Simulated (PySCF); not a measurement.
CH7Si2, SMILES [SiH3][CH][SiH3], multiplicity 2. Atoms are numbered in the order given.

```xyz
10

Si     1.6609     0.0000    -0.1354
C      0.0000     0.0000     0.6957
Si    -1.6609     0.0000    -0.1354
H      2.4480     1.2071     0.2640
H      2.4480    -1.2071     0.2640
H      1.4955     0.0000    -1.6176
H      0.0000     0.0000     1.7958
H     -2.4480     1.2071     0.2640
H     -2.4480    -1.2071     0.2640
H     -1.4955     0.0000    -1.6176
```
Charge 0, spin multiplicity 2.

Geometry optimised at ωB97X-D3(BJ)/def2-SVP. The isomer is the one that the SMILES or the coordinates give; other isomers of the formula were not compared.

Two levels are set side by side: PBE/pcH-1 (PySCF) and PBE0/pcH-1 (PySCF). Contact hyperfine couplings, same geometry. Differences are taken from unrounded values.

```csv
quantity,PBE0
"A(iso) of 29Si, atom Si1 (MHz)",51.6
"A(iso) of 13C, atom C2 (MHz)",75.7
"A(iso) of 29Si, atom Si3 (MHz)",51.6
"A(iso) of 1H, atom H4 (MHz)",67.3
"A(iso) of 1H, atom H5 (MHz)",67.3
"A(iso) of 1H, atom H6 (MHz)",-2.0
"A(iso) of 1H, atom H7 (MHz)",-58.6
"A(iso) of 1H, atom H8 (MHz)",67.3
"A(iso) of 1H, atom H9 (MHz)",67.3
"A(iso) of 1H, atom H10 (MHz)",-2.0
```

Task: What does PBE give, and how far is it from PBE0? (The exact figures need the calculation; the answer reports its results.)

Result: 
```csv
quantity,PBE,PBE minus PBE0
"A(iso) of 29Si, atom Si1 (MHz)",43.1,-8.5
"A(iso) of 13C, atom C2 (MHz)",64.3,-11.3
"A(iso) of 29Si, atom Si3 (MHz)",43.1,-8.5
"A(iso) of 1H, atom H4 (MHz)",76.1,8.8
"A(iso) of 1H, atom H5 (MHz)",76.1,8.8
"A(iso) of 1H, atom H6 (MHz)",-2.2,-0.2
"A(iso) of 1H, atom H7 (MHz)",-50.7,7.9
"A(iso) of 1H, atom H8 (MHz)",76.1,8.8
"A(iso) of 1H, atom H9 (MHz)",76.1,8.8
"A(iso) of 1H, atom H10 (MHz)",-2.2,-0.2
```

Rough cost on one machine, each run with all the roots and properties that it gave: PBE0 against PBE within a factor of 2.
